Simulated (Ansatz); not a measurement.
Consider the formal exchange of groups at the Si–N bond: `C[SiH](N)O` + `F/C=C\I` → `C[SiH](O)I` + `N/C=C\F`.

Gas-phase electronic energies from Ansatz, PBE0-D4/def2-TZVP geometries. CBS: MP2 limit from def2 TZ/QZ plus the TZ coupled-cluster correction, frozen cores. Double bonds are as drawn, so ΔE can hold a change between cis and trans. DFT in def2-TZVPP. B3LYP here is the variant with VWN-RPA as its local correlation; programs differ in this. def2 core potentials past Kr. For I outer-core shells are correlated without core-valence functions, which leaves a few kJ/mol of doubt a bond. One conformer a species, not always the lowest.

`C[SiH](N)O`:

Cartesian coordinates in Å:
```
C 1.049 -1.008 -0.124
Si -0.171 0.358 -0.461
N -0.510 1.102 1.048
O -1.573 -0.174 -1.149
H 1.245 -1.572 -1.038
H 2.002 -0.608 0.232
H 0.670 -1.705 0.628
H 0.356 1.284 -1.497
H -1.034 1.960 1.108
H 0.133 1.012 1.817
H -2.167 -0.649 -0.565
```

`F/C=C\I`:

```xyz
6

F    -1.350    0.618    0.892
C    -0.728   -0.113   -0.024
C     0.579   -0.105   -0.201
I     1.880    1.044    0.912
H    -1.407   -0.720   -0.614
H     1.026   -0.723   -0.965
```

`C[SiH](O)I`:

```xyz
9

C     0.774   -0.250   -0.902
Si   -0.099    0.303    0.637
O    -1.051   -0.855    1.298
I    -1.464    2.267    0.062
H     1.428    0.543   -1.273
H     1.382   -1.133   -0.686
H     0.062   -0.500   -1.692
H     0.838    0.707    1.706
H    -1.867   -1.083    0.850
```

`N/C=C\F`:

Z-matrix (Å, degrees):
```
N
C 1 1.384
H 1 1.008 2 114.3
H 1 1.007 2 114.9 3 131.8
C 2 1.326 1 125.6 3 16.8
H 2 1.083 1 116.5 3 -167.4
F 5 1.352 2 120.4 1 -3.9
H 5 1.079 2 125.7 1 175.1
```

| species | B3LYP-D4 energy (Eh) |
| --- | --- |
| `C[SiH](N)O` | -462.00930 |
| `F/C=C\I` | -475.10982 |
| `C[SiH](O)I` | -703.83823 |
| `N/C=C\F` | -233.29426 |

(1) Work out ΔE.

Largest T1 diagnostic among the species: 0.012.

Results:

(1) ΔE = (-703.83823) + (-233.29426) − (-462.00930) − (-475.10982) = -0.01337 Eh = -8.4 kcal/mol. CCSD(T)/CBS gives -7.0 kcal/mol.

In def2-TZVPP, CCSD(T) changes the Hartree–Fock value by +3.5 kcal/mol (the triples alone add +0.3 kcal/mol) and MP2 by +3.1 kcal/mol.
